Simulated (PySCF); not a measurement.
Can point charges reproduce the dipole moment of `CC#C[Si@@](C)(N)C(F)(F)F`?

Coordinates (GFN2-xTB, Å) and charges (e) from the PBE0/pcSseg-1 density (PySCF):

```
atom       x       y       z  Mulliken      IAO  Hirshfeld  ESP-fitted
  C1   3.526   0.467  -0.624   -0.1577  -0.4415    -0.0910     -0.5926
  C2   2.135   0.186  -0.364   -0.1566  +0.0220    -0.0166     +0.4228
  C3   0.970  -0.047  -0.152   -0.4134  -0.4165    -0.1992     -0.7912
 Si4  -0.816  -0.380   0.182   +1.0081  +1.1604    +0.4129     +1.0766
  C5  -1.799  -0.710  -1.398   -0.6373  -0.7328    -0.2102     -0.6777
  N6  -1.233  -1.512   1.403   -0.6228  -0.8372    -0.3122     -1.1831
  C7  -1.439   1.289   0.977   +0.5093  +0.5384    +0.1631     +0.3539
  F8  -2.775   1.331   1.165   -0.2819  -0.2876    -0.1102     -0.1906
  F9  -0.894   1.513   2.196   -0.2871  -0.2934    -0.1116     -0.1827
 F10  -1.139   2.377   0.237   -0.2816  -0.2888    -0.1114     -0.1931
 H11   4.146   0.042   0.165   +0.1551  +0.1772    +0.0654     +0.1928
 H12   3.683   1.544  -0.656   +0.1591  +0.1799    +0.0673     +0.1928
 H13   3.819   0.034  -1.580   +0.1543  +0.1767    +0.0650     +0.1949
 H14  -1.451  -1.616  -1.885   +0.1431  +0.1612    +0.0464     +0.1967
 H15  -1.689   0.106  -2.106   +0.1535  +0.1694    +0.0493     +0.1566
 H16  -2.857  -0.828  -1.185   +0.1550  +0.1698    +0.0491     +0.1544
 H17  -1.127  -2.500   1.242   +0.1961  +0.2679    +0.1229     +0.4532
 H18  -1.069  -1.290   2.373   +0.2049  +0.2750    +0.1208     +0.4163
```

Question: Form Σ q r in debye for every column and set it beside the full dipole.

Answer: The full density gives (2.63, -2.92, -1.11) D, 4.08 D in size; dipole vectors point from the negative to the positive end.

```tsv
scheme	μx	μy	μz	size (D)	share of the full size (%)	angle to the full dipole (°)
Mulliken	4.30	-3.53	-2.30	6.02	147	10
IAO	2.76	-3.71	-1.80	4.96	122	7
Hirshfeld	1.84	-1.95	-0.78	2.79	68	1
ESP-fitted	2.66	-2.97	-1.15	4.15	102	0
```

Question: Which set comes closest?

Answer: Length of the difference vector: ESP-fitted 0.08 D, IAO 1.06 D, Hirshfeld 1.29 D, Mulliken 2.14 D. Closest: ESP-fitted. The schemes that divide the density aren't constrained to reproduce the dipole.

Question: What is left for the Hirshfeld atoms' own dipoles?

Answer: The Hirshfeld atoms' densities add up to the full density, so μ = Σ q r + Σ (atomic dipoles). The atomic dipoles sum to (2.63, -2.92, -1.11) − (1.84, -1.95, -0.78) = (0.79, -0.97, -0.33) D, 1.29 D in size.

Question: With the origin at the mean of the coordinates, (0.000, 0.000, -0.001) Å, which are the largest single terms, by size, of the Hirshfeld dipole along the direction of the full one?

Answer: C7 -1.66, F8 +1.62, F10 +1.34, F9 +1.21, C1 -0.92 D; all 18 atoms together +2.79 D. The single terms depend on the origin, their sum doesn't.

Question: Give the size of the full dipole in other units.

Answer: 4.08 D = 1.606 au = 0.850 e·Å = 13.62 × 10⁻³⁰ C·m.

Geometry: GFN2-xTB, one conformer, isolated molecule.

Shape of the structure used: `[CH3:1][C:2]#[C:3][Si@@:4]([CH3:5])([NH2:6])[C:7]([F:8])([F:9])[F:10]`: C3–Si4–C7–F8 173°, H–N6–Si4–C3 -75°, H–N6–Si4–C3 70°.
